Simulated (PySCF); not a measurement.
Electron correlation in Sb²⁺ (antimony, charge +2)

[Kr] 4d10 5s1 5p2, high-spin 4P determinant (an excited configuration). Calculation: PySCF 2.14, in x2c-TZVPPall with one added diffuse shell each of s, p, d, f type (9s7p5d3f, 76 functions); scalar relativity by spin-free X2C-1e. Frozen: [Ar] 3d10; 21 electrons correlated.

MP2 pair energies summed by pair of shells (mhartree):

```json
{"pair": "4d-4d", "energy": "-151.01", "share (%)": "49.6"}
{"pair": "4p-4d", "energy": "-45.83", "share (%)": "15.1"}
{"pair": "4d-5p", "energy": "-37.14", "share (%)": "12.2"}
{"pair": "4d-5s", "energy": "-21.08", "share (%)": "6.9"}
{"pair": "4p-4p", "energy": "-14.86", "share (%)": "4.9"}
{"pair": "4s-4d", "energy": "-10.89", "share (%)": "3.6"}
{"pair": "4s-4p", "energy": "-7.37", "share (%)": "2.4"}
{"pair": "5p-5p", "energy": "-4.27", "share (%)": "1.4"}
{"pair": "4p-5p", "energy": "-3.45", "share (%)": "1.1"}
{"pair": "4p-5s", "energy": "-3.34", "share (%)": "1.1"}
{"pair": "5s-5p", "energy": "-2.99", "share (%)": "1.0"}
{"pair": "4s-4s", "energy": "-1.39", "share (%)": "0.5"}
{"pair": "4s-5p", "energy": "-0.39", "share (%)": "0.1"}
{"pair": "4s-5s", "energy": "-0.33", "share (%)": "0.1"}
```

Total MP2 correlation energy: -304.33 mhartree.

Same-spin part -117.22 and opposite-spin part -187.11 mhartree; SCS-MP2 scales them by 1/3 and 6/5 to -263.61 mhartree.

This basis was not built for core-valence correlation, so the inner-shell part is incomplete.
